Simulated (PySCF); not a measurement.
## Two-component Hartree-Fock for Ti⁺ (titanium, charge +1)

Start: [Ar] 3d2 4p1; 3d5/2 filled at m_j = +3/2, +5/2; 4p3/2 filled at m_j = +3/2. Calculated with PySCF 2.14 in x2c-TZVPall-2c (6s7p4d1f, 54 functions): generalised Hartree-Fock with the X2C-1e Hamiltonian and a Gaussian nucleus; one run each with spin-orbit coupling (SO) switched off, then screened by Boettger's factors. This is a chosen level, not necessarily the ground level.

```
spinor shell  electrons  ε, spin-free (eV)  ε, screened SO (eV)  weight of nominal j (screened SO)  rms radius, screened SO (bohr)
       1s1/2          2            -5026.3              -5026.3                              1.000                          0.0804
       2s1/2          2            -597.55              -597.57                              1.000                           0.350
       2p1/2          2            -493.32              -497.17                              0.996                           0.318
       2p3/2          4            -493.32              -491.47                              0.998                           0.321
       3s1/2          2            -87.399              -87.417                              1.000                            1.08
       3p3/2          4            -57.419              -58.017                              0.857                            1.18
       3p1/2          2            -57.419              -56.280                              0.714                            1.18
       3d5/2          2            -20.342              -20.340                              0.897                            1.63
       4p3/2          1             -9.553               -9.539                              1.000                            4.21
```

```json
{"quantity": "E (hartree)", "spin-free": "-852.39834", "screened SO": "-852.40342"}
{"quantity": "M_J", "spin-free": "11/2", "screened SO": "11/2"}
{"quantity": "⟨J²⟩", "spin-free": "35.755", "screened SO": "35.755"}
{"quantity": "⟨L²⟩", "spin-free": "20.005", "screened SO": "20.006"}
{"quantity": "⟨S²⟩", "spin-free": "3.750", "screened SO": "3.751"}
```

Each row is a mean over spinors that exchange with the open shell spreads, by up to 7.643 eV (3p3/2).

Rows whose weight is well below 1 are mixtures of j = l ± 1/2: exchange outweighs spin-orbit coupling there, and the label is only the starting occupation.

Without spin-orbit coupling the j labels of p, d and f shells carry no meaning; the spin-free column gives the mean over the occupied spinors of each nl shell.
